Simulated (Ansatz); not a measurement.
`C[O][Zr]1234([N](C)C)([N](C)C)[C@H]5[C@@H]1[C@@H]2[C@@H]3[C@H]54`, 34 atoms. Charge 0, multiplicity 1. Correlated methods include outer-core shells of Zr, which these sets cover unevenly. Zr takes the def2 core potential. All runs use 11 threads of an AMD EPYC 7R13 on a shared host and a whole NVIDIA H100 80 GB. Correlated methods freeze the cores.

(1) Give the basis size and wall time and peak host memory of each of these runs in Ansatz. RKS PBE0-D4/def2-SVP energy; RKS B3LYP-D4/def2-TZVPP energy and forces; RKS ωB97M-V/def2-SVP energy; direct RPA on PBE orbitals/def2-TZVPP energy; RHF-CCSD(T)/def2-TZVPP energy; RHF-CCSD(T)/def2-SVP energy; RKS PBE-QIDH (frozen core)/def2-TZVPP energy; RKS revPBE-D4/def2-TZVPP energy; RKS PBE0-D4/def2-TZVP relaxation (50 steps); RHF-MP2/def2-QZVPP energy; RKS PBE0-D4/def2-QZVPP energy; RKS r2SCANh-D4/def2-TZVPP energy. (An estimate is asked.)

Answers

(1) The calculation gave: Other jobs shared the machine, so times are rough.

| level | job | functions | wall time | peak host memory (GiB) |
| --- | --- | --- | --- | --- |
| RKS PBE0-D4/def2-SVP | energy | 313 | 1.6 s | 2 |
| RKS revPBE-D4/def2-TZVPP | energy | 739 | 2.5 s | 2 |
| RKS ωB97M-V/def2-SVP | energy | 313 | 2.6 s | 2 |
| RKS r2SCANh-D4/def2-TZVPP | energy | 739 | 3.2 s | 2 |
| RKS B3LYP-D4/def2-TZVPP | energy and forces | 739 | 3.7 s | 2 |
| RKS PBE-QIDH (frozen core)/def2-TZVPP | energy | 739 | 4.9 s | 6 |
| RKS PBE0-D4/def2-QZVPP | energy | 1422 | 5.5 s | 2.3 |
| direct RPA on PBE orbitals/def2-TZVPP | energy | 739 | 6.5 s | 6 |
| RHF-MP2/def2-QZVPP | energy | 1422 | 10 s | 2.6 |
| RHF-CCSD(T)/def2-SVP | energy | 313 | 13 s | 2 |
| RKS PBE0-D4/def2-TZVP | relaxation (50 steps) | 563 | 90 s | 2 |
| RHF-CCSD(T)/def2-TZVPP | energy | 739 | 13 min | 5.8 |

B3LYP here is the variant with VWN-RPA as its local correlation; programs differ in this.
